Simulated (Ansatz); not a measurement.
Reaction: C2H5B (SMILES BC=C) → C2H4B (SMILES BC=[CH], doublet) + H (doublet) (the C-H bond breaks)
Each species at its own B3LYP-D3(BJ)/def2-TZVP minimum (Ansatz, a program for electronic structure).

Total energies in hartree (Ansatz). Radicals and triplets start from unrestricted determinants; spin-orbit coupling is neglected. Cores are frozen in correlated methods. No relativity. For partners of very few electrons the exact lower level stands in for a higher one. The restricted determinant of C2H5B (BC=C, singlet) is unstable towards broken spin symmetry in at least one set run. The UHF reference of C2H4B (BC=[CH], doublet) is spin-contaminated (<S^2> up to 0.20 over the pure value in the sets run).

```csv
species,HF/cc-pVTZ,CCSD(T)/cc-pVTZ,HF/cc-pVQZ,CCSD(T)/cc-pVQZ,CCSD(T)/cc-pVDZ,CCSDT(Q)/cc-pVDZ
1: C2H5B (SMILES BC=C),-103.32720,-103.80781,-103.33389,-103.83706,-103.70211,-103.70384
"2: C2H4B (SMILES BC=[CH], doublet)",-102.68560,-103.12470,-102.69212,-103.15270,-103.02512,-103.02770
3: H (doublet),-0.49981,-0.49981,-0.49995,-0.49995,-0.49928,-0.49928
```

### Question
Work out the bond dissociation energy (electronic) in kcal/mol: take Hartree-Fock from cc-pVQZ, extrapolate the CCSD(T) correlation energy as X^-3 (X = 3, 4), and add CCSDT(Q) - CCSD(T) in cc-pVDZ. 1 hartree = 627.51 kcal/mol.

### Answer

Species 1: correlation (64·(-0.50317) - 27·(-0.48061))/37 = -0.51963; step -0.00173; E1 = -103.33389 + (-0.51963) + (-0.00173) = -103.85525
Species 2: correlation (64·(-0.46058) - 27·(-0.43910))/37 = -0.47625; step -0.00258; E2 = -102.69212 + (-0.47625) + (-0.00258) = -103.17095
Species 3: correlation (64·(0.00000) - 27·(0.00000))/37 = 0.00000; step +0.00000; E3 = -0.49995 + (0.00000) + (+0.00000) = -0.49995
-1·E1 +1·E2 +1·E3 = 0.18435 hartree = 115.7 kcal/mol.
